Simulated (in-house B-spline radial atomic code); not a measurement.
The numbers below are computed, except where a source is named.
## Correlation energy from the adiabatic connection: ω²r²/2 − Z/r, ω = 3.46, Z = -1

Two electrons in a singlet, external potential ω²r²/2 − Z/r, ω = 3.46, Z = -1 (atomic units). Full CI in B-splines (partial waves to l = 8, correlation up to 0.6 % small) with the density held fixed gives W(λ) = <V_ee>_λ − U, and E_c is the integral of W(λ) − W(0) from 0 to 1.

```csv
λ,W(λ) − W(0) (hartree)
0,0.00000
0.02,-0.00210
0.05,-0.00523
0.12,-0.01239
0.25,-0.02520
0.4,-0.03924
0.6,-0.05682
0.8,-0.07319
1,-0.08844
```

Task: Integrate the table by the trapezoid rule.

Result: The strips give -0.00002, -0.00011, -0.00062, -0.00244, -0.00483, -0.00961, -0.01300, -0.01616, which sum to -0.04679 hartree. The direct value, W(1) − W(0) + T_c with T_c = 0.04157, is -0.04687; the curve is convex, so chords lie above it and the trapezoids fall short in size by 0.16 %.

Task: Now use only three numbers: W(0) = -1.2981, the initial slope W'(0) = -0.1055 (extrapolated from the first points) and the strong-coupling limit of the point-charge-plus-continuum model, W∞ = -1.7604. What do second-order theory and the interpolation W(λ) = W∞ + (W(0) − W∞)/√(1 + 2χλ) of Seidl, Perdew and Levy give?

Result: Second order keeps the slope alone: E_c = W'(0)/2 = -0.05275, +13 % in size against -0.04687. Matching the slope fixes χ = W'(0)/(W∞ − W(0)) = -0.1055/(-0.46230) = 0.22821. Integrating, with s = √(1 + 2χ) = 1.206820, E_c = −(W(0) − W∞)(s − 1)/(s + 1) = −0.46230 × 0.206820/2.206820 = -0.04333 hartree, -7.6 % in size against the full result. At λ = 1 the formula gives W − W(0) = -0.07923 against -0.08844. Part of the miss can come from the model's W∞.
